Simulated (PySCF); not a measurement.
PySCF input file for WF6, SMILES [F][W]([F])([F])([F])([F])[F], multiplicity 1, IEF-PCM-B3LYP/def2-SVP. The structure is a stationary point at PBE-D3(BJ)/def2-SVP. The spin state was assumed, not searched. The isomer is the one that the SMILES or the coordinates give; other isomers of the formula were not compared. The def2 effective core potentials stand for the cores of W; spin–orbit coupling is left out.

```python
import numpy as np
from pyscf import gto, scf, dft
from pyscf.solvent import pcm

mol = gto.M(
    atom='''
    W     0.00000000    0.00000000    0.00000000
    F     0.00000000    1.86131699    0.00000000
    F     0.00000000   -1.86131699    0.00000000
    F     0.00000000    0.00000000   -1.86131699
    F     1.86131699    0.00000000   -0.00000000
    F    -1.86131699    0.00000000    0.00000000
    F     0.00000000    0.00000000    1.86131699
    ''',
    basis='def2-SVP',
    ecp={'W': 'def2-svp'},
    charge=0,
    spin=0,
    max_memory=1600,
    verbose=3,
)
mf = dft.RKS(mol, xc='b3lyp').density_fit(auxbasis='def2-universal-jkfit')
mf.grids.level = 3
mf.conv_tol = 1e-9
mf.max_cycle = 100
mf.kernel()
res = {}
for name, eps in {'water': 78.355, 'chlorobenzene': 5.6968, 'N,N-dimethylformamide': 37.219}.items():
    s = mf.PCM()
    s.with_solvent.method, s.with_solvent.eps, s.with_solvent.lebedev_order = 'IEF-PCM', eps, 29
    s.kernel(mf.make_rdm1())
    res[name] = (s.e_tot, eps, s.dip_moment(), s.mo_energy, s.converged)
    print(f'{name}: electrostatic solvation free energy {(s.e_tot - mf.e_tot) * 627.509474:.3f} kcal/mol')
```

Output:

```
converged SCF energy = -665.977800791822

WARN: PCM is an experimental feature. It is still in testing.
Features and APIs may be changed in the future.

converged SCF energy = -665.982029831636
Dipole moment(X, Y, Z, Debye):  0.00000,  0.00000,  0.00000
water: electrostatic solvation free energy -2.654 kcal/mol

WARN: PCM is an experimental feature. It is still in testing.
Features and APIs may be changed in the future.

converged SCF energy = -665.980862460965
Dipole moment(X, Y, Z, Debye): -0.00000,  0.00000,  0.00000
chlorobenzene: electrostatic solvation free energy -1.921 kcal/mol

WARN: PCM is an experimental feature. It is still in testing.
Features and APIs may be changed in the future.

converged SCF energy = -665.981914789733
Dipole moment(X, Y, Z, Debye): -0.00000,  0.00000,  0.00000
N,N-dimethylformamide: electrostatic solvation free energy -2.582 kcal/mol
```

Self-consistency was reached.
